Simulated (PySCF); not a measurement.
## Field gradients at the hydrogen positions

Species: C₈H₁₂.
Z-matrix (Å and degrees, GFN2-xTB geometry), rows numbered from 1:
```
C 
C   1  1.5302
C   2  1.4984  1  111.74
C   3  1.3352  2  123.05  1  -110.57
C   4  1.4500  3  121.16  2   178.87
C   5  1.3311  4  120.48  3    14.93
C   6  1.5006  5  120.34  4     1.22
C   3  1.5073  2  117.71  1    65.25
H   1  1.0877  2  110.16  3    57.34
H   1  1.0871  2  110.82  3   -62.74
H   1  1.0875  2  110.33  3   177.18
H   2  1.0940  1  108.98  3   121.01
H   2  1.0918  1  109.22  3  -121.21
H   4  1.0808  3  121.00  2    -1.35
H   5  1.0804  4  117.99  3  -166.25
H   6  1.0798  5  121.79  4   177.35
H   7  1.0912  6  110.54  5  -154.06
H   7  1.0977  6  108.28  5    88.58
H   8  1.0914  3  110.42  2    27.83
H   8  1.0969  3  108.20  2   -89.59
```

Level: PBE0/pcSseg-1 (PySCF, non-relativistic); Q(2H) = 0.00286 b; rigid geometry, the same for H and D, with no vibrational averaging.

Question: Rank these positions by the coupling χzz of a deuteron there, largest first.
A. H10 (methyl hydrogen)
B. H16 (vinylic hydrogen)
C. H20 (methylene hydrogen)
D. H17 (methylene hydrogen)

Answer: B (223 kHz), A (212 kHz), D (206 kHz), C (199 kHz).

What are Vzz, η and χzz (234.96 MHz × Q × Vzz) at all hydrogens?

| atom | bonded to | bond length (Å) | Vzz (au) | η | χzz (kHz) |
| --- | --- | --- | --- | --- | --- |
| H9 | C1 | 1.088 | 0.3139 | 0.02 | 211 |
| H10 | C1 | 1.087 | 0.3160 | 0.02 | 212 |
| H11 | C1 | 1.088 | 0.3164 | 0.02 | 213 |
| H12 | C2 | 1.094 | 0.3012 | 0.01 | 202 |
| H13 | C2 | 1.092 | 0.3036 | 0.02 | 204 |
| H14 | C4 | 1.081 | 0.3284 | 0.08 | 221 |
| H15 | C5 | 1.080 | 0.3288 | 0.06 | 221 |
| H16 | C6 | 1.080 | 0.3315 | 0.06 | 223 |
| H17 | C7 | 1.091 | 0.3059 | 0.03 | 206 |
| H18 | C7 | 1.098 | 0.2958 | 0.02 | 199 |
| H19 | C8 | 1.091 | 0.3053 | 0.03 | 205 |
| H20 | C8 | 1.097 | 0.2966 | 0.02 | 199 |

How does χzz go with the bond length over the 12 C–H bonds?

A straight-line fit has a slope of -13.7 kHz for each 0.01 Å, with a correlation coefficient of -0.99, over lengths from 1.080 to 1.098 Å. The longer bonds have the smaller couplings here.

A static deuteron (I = 1) shows a doublet split by (3/2)χ, (3/4)χ(1 + η) and (3/4)χ(1 − η) with the field along z, y and x of the gradient. What are these for H19?

With |χ| = 205.2 kHz and η = 0.028: 308, 158 and 150 kHz, to first order and without motion.

The structure is a single GFN2-xTB conformer in the gas phase; no vibrational or solvent corrections. GFN2-xTB bond lengths can be off by several hundredths of an ångström, more for odd bonds, and the gradients follow them. With a basis this small, the couplings can be 20 % off.
